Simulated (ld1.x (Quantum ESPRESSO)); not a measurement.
An all-electron radial function and its pseudo partner (rhodium (Rh))

Columns: radius, all-electron u(r) and pseudo u(r) of the 4d shell (level -13.59 eV) of rhodium in the configuration [Ar] 3d10 4s2 4p6 4d8 5s0 5p0; PBEsol, scalar-relativistic, TM scheme, ld1.x (Quantum ESPRESSO) 7.5.

```csv
r (bohr),all-electron,pseudo
0.080,0.1206,-0.0020
0.160,0.3399,-0.0153
0.240,0.4164,-0.0490
0.320,0.3367,-0.1076
0.400,0.1647,-0.1907
0.480,-0.0409,-0.2925
0.560,-0.2422,-0.4039
0.640,-0.4193,-0.5145
0.720,-0.5642,-0.6153
0.800,-0.6753,-0.6999
0.880,-0.7550,-0.7652
0.960,-0.8074,-0.8108
1.040,-0.8373,-0.8381
1.120,-0.8494,-0.8495
1.200,-0.8478,-0.8478
1.280,-0.8358,-0.8358
1.360,-0.8164,-0.8164
1.440,-0.7915,-0.7915
1.520,-0.7632,-0.7632
1.600,-0.7324,-0.7324
1.680,-0.7004,-0.7004
1.760,-0.6678,-0.6678
1.840,-0.6352,-0.6352
1.920,-0.6029,-0.6029
2.000,-0.5713,-0.5713
2.080,-0.5406,-0.5406
```

How many radial nodes do the two functions have?

The all-electron 4d function has n − l − 1 = 1; the pseudo-wave has 0, since the states of the same l below it are removed with the core.

At about which radius was the pseudo-wave matched?

1.25 bohr. The columns agree to 0.0005 from 1.12 bohr on; several derivatives are matched, so the curves merge somewhat inside the radius.

Is the pseudo-wave norm-conserving?

Yes: the TM scheme keeps the norm inside the radius equal to the all-electron one, which fixes the energy derivative of the logarithmic derivative at the level.
